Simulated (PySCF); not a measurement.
**Fractional electron number in Cd²⁺ (cadmium, charge +2)**

The 4d beta orbital of [Kr] 4d10 is emptied in steps (occupation f), with all orbitals relaxed, ending at [Kr] 4d9. All numbers are calculated (PySCF 2.14, scalar relativity through the core potential, in aug-cc-pVTZ-PP with ECP28MDF). The exact energy is a straight line in f; departures are measured from the line between the end points of the same method.

Problem. Among BHandHLYP, wB97X, B3LYP, which shows the largest delocalisation error (convex curve), and which is closest to linear?

Solution. Most convex: B3LYP (-1.327 eV at f = 0.4); closest to linear: wB97X (-0.592 eV).

```json
{"f": "1", "BHandHLYP (eV)": "0.000", "wB97X (eV)": "0.000", "B3LYP (eV)": "0.000"}
{"f": "0.8", "BHandHLYP (eV)": "-0.431", "wB97X (eV)": "-0.393", "B3LYP (eV)": "-0.878"}
{"f": "0.6", "BHandHLYP (eV)": "-0.651", "wB97X (eV)": "-0.591", "B3LYP (eV)": "-1.322"}
{"f": "0.4", "BHandHLYP (eV)": "-0.656", "wB97X (eV)": "-0.592", "B3LYP (eV)": "-1.327"}
{"f": "0.2", "BHandHLYP (eV)": "-0.441", "wB97X (eV)": "-0.395", "B3LYP (eV)": "-0.888"}
{"f": "0", "BHandHLYP (eV)": "0.000", "wB97X (eV)": "0.000", "B3LYP (eV)": "0.000"}
```

```tsv
method	E(f=0) − E(f=1) (eV)	−ε at f=1 (eV)	−ε at f=0.4 (eV)
BHandHLYP	37.295	34.625	37.818
wB97X	37.377	34.933	37.868
B3LYP	37.608	32.144	38.691
```

Reference removal energy between the ground levels: 37.468 ± 0.006 eV (measured; NIST Atomic Spectra Database, ionization energies). The calculation has no spin-orbit coupling.
